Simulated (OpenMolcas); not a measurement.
Computed levels of 2s2 2p3 in ions with 7 electrons, in cm-1 above 4S* 3/2.

```
Program             : OpenMolcas 26.06
Method              : SS-CASPT2, IPEA 0.25 Eh, imaginary shift 0.1 Eh
Basis               : ANO-RCC-VQZP
Scalar Hamiltonian  : DKH2, point nucleus
Spin-orbit coupling : state interaction with AMFI integrals over the reference wave functions, term energies averaged over their components
```

Active space for each ion: 3 electrons in 3 orbitals (2p); closed shells correlated by CASPT2: 1s 2s.

```json
{"Level": "2D* 3/2", "O+": "27160", "Ne3+": "41730"}
{"Level": "2D* 5/2", "O+": "27160", "Ne3+": "41750"}
{"Level": "2P* 1/2", "O+": "42950", "Ne3+": "65670"}
{"Level": "2P* 3/2", "O+": "42960", "Ne3+": "65710"}
```

Q: Estimate 2D* 3/2, 2D* 5/2 for F2+ from its neighbours O+ and Ne3+.

A: 2D* 3/2 is another term, which grows about linearly with the charge: (27160 + 41730) / 2 = 34445. The calculation gives 34640, so the estimate is off by -0.6 %.
2D* 5/2 is another term, which grows about linearly with the charge: (27160 + 41750) / 2 = 34455. The calculation gives 34650, so the estimate is off by -0.6 %.

CASPT2 does not keep the components of a term degenerate, so their means are used; among the terms shown or strongly mixed into the levels shown the widest spread is 160 cm-1 (2s2 2p3 2D*, F2+). With the s shell closed, the reference lacks s² → p² mixing. Only configurations of the active space appear.

* marks odd parity.
